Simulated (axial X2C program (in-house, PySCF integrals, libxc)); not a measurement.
## Excited states of AlSe⁻ by EOM-EE-CCSD

Computed with an in-house all-electron X2C program for linear molecules (integrals from PySCF): two-component X2C with atomic mean-field Coulomb and Gaunt terms, Gaussian nuclei, basis Se dyall-acv3z, Al dyall-av3z with contracted cores.

R = 2.236 Å (near the PBE0 minimum at charge -1 of the determinant lowest at the starting distance; the state shown can have its own minimum elsewhere).

Hartree–Fock spinors of AlSe⁻ (one of each Kramers pair; a window near the gap, which can cut inner shells):

```tsv
ω	occupied	ε (eV)	character
1/2	yes	-17.66	69% Se s, 11% Al p, 8% Al d
1/2	yes	-6.87	54% Se p, 35% Al s, 5% Se s
1/2	yes	-3.64	74% Se p, 13% Al p, 8% Al d
3/2	yes	-3.36	74% Se p, 14% Al p, 8% Al d
1/2	yes	-2.74	37% Al p, 28% Al s, 26% Se p
1/2	no	2.97	98% Al p
3/2	no	2.97	98% Al p
1/2	no	3.02	94% Al p, 5% Al s
1/2	no	3.61	78% Al s, 11% Se p, 6% Al p
1/2	no	5.26	67% Se p, 15% Al d, 11% Al s
1/2	no	5.42	54% Al p, 34% Al d, 7% Se d
```

Vertical excitation energies from the closed-shell determinant state of AlSe⁻:

| Ω | excitation (eV) | cm⁻¹ | hole of the leading pair | particle of the leading pair | weight of the pair (for Ω = 0 its time-reversed partner can hold as much again) | singles weight |
| --- | --- | --- | --- | --- | --- | --- |
| 0⁻ | 2.269 | 18301 | 37% Al pσ, 34% Al sσ, 20% Se pσ | 65% Al pπ, 18% Al dπ, 8% Se dπ | 0.47 | 0.95 |
| 0⁺ | 2.272 | 18321 | 37% Al pσ, 34% Al sσ, 20% Se pσ | 65% Al pπ, 18% Al dπ, 8% Se dπ | 0.47 | 0.95 |
| 1 | 2.287 | 18442 | 37% Al pσ, 34% Al sσ, 20% Se pσ | 65% Al pπ, 17% Al dπ, 8% Se dπ | 0.49 | 0.95 |
| 2 | 2.305 | 18593 | 37% Al pσ, 34% Al sσ, 20% Se pσ | 63% Al pπ, 19% Al dπ, 9% Se dπ | 0.95 | 0.95 |
| 1 | 2.991 | 24120 | 31% Al pσ, 25% Se pσ, 20% Al sσ | 76% Al pπ, 9% Al dπ, 7% Se pπ | 0.44 | 0.92 |
| 0⁻ | 3.034 | 24468 | 37% Al pσ, 29% Al sσ, 24% Se pσ | 60% Al pσ, 37% Al sσ | 0.43 | 0.94 |
| 1 | 3.034 | 24470 | 37% Al pσ, 29% Al sσ, 24% Se pσ | 60% Al pσ, 36% Al sσ | 0.88 | 0.94 |
| 0⁻ | 3.074 | 24797 | 74% Se pπ, 14% Al pπ, 8% Al dπ | 65% Al pπ, 13% Se dπ, 11% Se pπ | 0.29 | 0.92 |
| 1 | 3.083 | 24862 | 74% Se pπ, 14% Al pπ, 8% Al dπ | 68% Al pπ, 11% Se dπ, 11% Se pπ | 0.55 | 0.92 |

This point took 30 s on 1 thread of Arm Neoverse V1, with other jobs on the host.

Reference electrons by ω block (each with its −ω partner): 1/2: 17, 3/2: 6, 5/2: 1. 10 electrons of AlSe⁻ correlated (inner shells frozen), 88 natural virtual spinors (a truncated set); levels can be off by some tenths of an eV. Roots sought by Ω: (0: 5, 1: 4, 2: 3, 3: 1); the list ends where they run out and leaves out roots under 60 % singles weight. The solver can skip a root, and states that need a further excitation, which the method places far too high, are missing though they may lie low or lowest. T1 of the reference 0.020 (Lee–Taylor). The highest Hartree–Fock level of the anion lies at -2.74 eV; relaxation, partly offset by correlation, puts the detachment threshold some tenths of an eV to over one eV lower in magnitude, and states above it are held by the basis set and are not bound. Number of frozen shells: Se 3 s, 2 p, 1 d; Al 2 s, 1 p.
